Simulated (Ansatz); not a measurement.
`CC(C)[O][Zn][O]C(C)C` and `CC(C)[O][Zn][F]` differ in one atom or group.

Ansatz, PBE0-D4/def2-TZVP geometries, multiplicity 1. Each molecule was computed in one conformer, which needn't be the lowest.

Scalar relativity is left out up to krypton.

| property | `CC(C)[O][Zn][O]C(C)C` |
| --- | --- |
| HOMO–LUMO gap (ωB97M-V/def2-TZVPP) / eV | 10.89 |
| size of the dipole moment (PBE/def2-TZVPP) / D | 1.45 |
| LUMO energy (B3LYP/def2-TZVPP) / eV | -0.84 |
| HOMO energy (ωB97M-V/def2-TZVPP) / eV | -9.79 |
| HOMO energy (PBE0/def2-TZVPP) / eV | -7.37 |
| size of the dipole moment (ωB97M-V/def2-TZVPP) / D | 1.56 |

**Question.** What does the change do to each property? (An estimate is asked.)

**Answer.** Ansatz gave: 
```tsv
property	`CC(C)[O][Zn][F]`	shift
HOMO–LUMO gap (ωB97M-V/def2-TZVPP) / eV	10.73	-0.16
size of the dipole moment (PBE/def2-TZVPP) / D	2.39	0.94
LUMO energy (B3LYP/def2-TZVPP) / eV	-1.53	-0.69
HOMO energy (ωB97M-V/def2-TZVPP) / eV	-10.19	-0.40
HOMO energy (PBE0/def2-TZVPP) / eV	-7.78	-0.41
size of the dipole moment (ωB97M-V/def2-TZVPP) / D	2.34	0.78
```

With PBE0 the HOMO falls by 0.41 eV and the LUMO falls by 0.64 eV, so the gap narrows by about 0.23 eV. PBE moves the HOMO by -0.40 eV and ωB97M-V by -0.40 eV. Dipoles are sizes alone; their direction can turn.

B3LYP here is the variant with VWN-RPA as its local correlation; programs differ in this.
